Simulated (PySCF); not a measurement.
Match the calculated data to a structure.

All candidates are C8H18P (charge +1).

| technique | computed result |
| --- | --- |
| Rotational structure | rotational constants A, B, C: 1.560, 1.057, 0.867 GHz [GFN2-xTB] |
| 13C NMR | chemical shifts (computed TMS as zero) by class: 138.8 (1 C), 126.5 (1 C), 33.7 (1 C), 28.3 (1 C), 15.5 (2 C), 6.4 (2 C) ppm [GIAO PBE0/pcSseg-1] |
| 1H NMR | chemical shifts (computed TMS as zero) by class: 6.32 (1 H), 6.24 (1 H), 5.74 (1 H), 3.01 (2 H), 2.48 (1 H), 1.81 (6 H), 1.36 (6 H) ppm [GIAO PBE0/pcSseg-1] |
| NMR, other nuclei | isotropic shieldings of nuclei other than C and H, by class: 302 (1 P) ppm [GIAO PBE0/pcSseg-1] |

Electronic properties: PySCF, gas phase, density fitting. Levels stand in brackets. One conformer (not necessarily the lowest) at the GFN2-xTB geometry, without solvent, vibrations or thermal averaging. NMR classes are plain means over equivalent atoms (diastereotopic ones count apart unless rotation or inversion swaps them), as if these changed places fast.

Question: Which candidate is it?
A. `CCCC[P@@H+]1CC[C@H]1C`
B. `C=CC[P+](C)(C)C(C)C`
C. `CC(C)[PH2+]C1CCCC1`

Answer: B. It is `C=CC[P+](C)(C)C(C)C`. Numbering: `[CH2:1]=[CH:2][CH2:3][P+:4]([CH3:5])([CH3:6])[CH:7]([CH3:8])[CH3:9]`. 8 carbons fall into 6 classes; from least to most shielded: terminal =CH2 carbon [C1] (138.8 ppm), alkene CH carbon [C2] (126.5 ppm), sp3 carbon bound to phosphorus [C3] (33.7 ppm), sp3 carbon bound to phosphorus [C7] (28.3 ppm), methyl carbon [C8/C9] (15.5 ppm, 2 C), sp3 carbon bound to phosphorus [C5/C6] (6.4 ppm, 2 C, up to 3.7 ppm apart in this geometry). Hydrogen classes from least to most shielded: 1 H on a terminal =CH2 carbon, C1 (6.32 ppm), 1 H on a terminal =CH2 carbon, C1 (6.24 ppm), 1 H on an alkene CH carbon, C2 (5.74 ppm), 2 H on an sp3 carbon bound to phosphorus, C3 (3.01 ppm), 1 H on an sp3 carbon bound to phosphorus, C7 (2.48 ppm), 6 H on 2 like atoms (sp3 carbon bound to phosphorus), C5/C6 (1.81 ppm), 6 H on 2 methyl carbons, C8/C9 (1.36 ppm, a mean of values up to 1.0 ppm apart in this geometry). The other shieldings belong to: 302 ppm, phosphonium phosphorus [P4]. The optimised geometry has point group C1 and is an asymmetric top.

The others, at the same levels:
- `CCCC[P@@H+]1CC[C@H]1C` fails: it has 8 carbon classes against 6; its computed 13C shifts are 40.0 (1 C), 30.7 (1 C), 26.7 (1 C), 26.2 (1 C), 25.5 (1 C), 21.0 (1 C), 18.9 (1 C), 12.9 (1 C) ppm, 1H shifts are 6.07 (1 H), 3.53 (1 H), 3.17 (1 H), 3.04 (1 H), 2.94 (1 H), 2.86 (1 H), 2.73 (1 H), 2.64 (1 H), 2.20 (1 H), 2.08 (1 H), 2.05 (1 H), 1.70 (3 H), 1.14 (3 H), 0.65 (1 H) ppm and rotational constant A is 2.496 GHz (against 1.560 GHz).
- `CC(C)[PH2+]C1CCCC1` fails: it has 5 carbon classes against 6; its computed 13C shifts are 35.4 (1 C), 32.4 (2 C), 25.1 (1 C), 24.3 (2 C), 19.7 (2 C) ppm, 1H shifts are 4.88 (2 H), 3.06 (1 H), 2.65 (1 H), 2.58 (2 H), 2.47 (2 H), 1.94 (2 H), 1.75 (2 H), 1.65 (6 H) ppm and rotational constant A is 2.768 GHz (against 1.560 GHz).

Each candidate is one conformer, not necessarily the lowest. Dipoles, sizes and rotational constants follow the conformer. The torsions of the flexible species, by atom-mapped SMILES:
- `[CH2:1]=[CH:2][CH2:3][P+:4]([CH3:5])([CH3:6])[CH:7]([CH3:8])[CH3:9]`: C1–C2–C3–P4 115°, C2–C3–P4–C5 64°, C3–P4–C7–C8 176°
- `[CH3:1][CH2:2][CH2:3][CH2:4][P@@H+:5]1[CH2:6][CH2:7][C@H:8]1[CH3:9]`: C1–C2–C3–C4 -60°, C2–C3–C4–P5 -49°, C3–C4–P5–C6 -61°

The conformers of `CC(C)[PH2+]C1CCCC1` aren't listed.
